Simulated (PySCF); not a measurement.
Cl2H4N2Si.

```xyz
9

N     -0.3322     1.3488     1.3564
Si     0.0000     0.0000     0.3678
N      0.3322    -1.3488     1.3564
Cl    -1.6527    -0.1570    -0.8894
Cl     1.6527     0.1570    -0.8894
H      0.3400     1.6318     2.0632
H     -0.8573     2.1346     0.9873
H     -0.3400    -1.6318     2.0632
H      0.8573    -2.1346     0.9873
```
Charge 0, spin multiplicity 1.

Coordinates come from a B3LYP-D3(BJ)/def2-SVP optimisation. The values are those of a single conformer.

These are PBE/pcSseg-1 (PySCF) values and carry that method's errors. Non-relativistic, no solvent.

Q: Give the absolute GIAO shielding of each atom: isotropic value and principal components (ppm). (An estimate is asked for; the answer gives what the named calculation found.)

A: 
```
atom  σ(iso)    σ11    σ22     σ33   span
----  ------  -----  -----  ------  -----
N1     214.5  183.6  207.0   253.0   69.4
Si2    348.4  323.0  334.2   387.9   64.9
N3     214.5  183.6  207.0   253.0   69.4
Cl4    807.4  693.0  721.2  1008.1  315.1
Cl5    807.4  693.0  721.2  1008.1  315.1
H6      30.1   23.4   25.8    41.0   17.6
H7      30.0   23.3   27.1    39.6   16.3
H8      30.1   23.4   25.8    41.0   17.6
H9      30.0   23.3   27.1    39.6   16.3
```
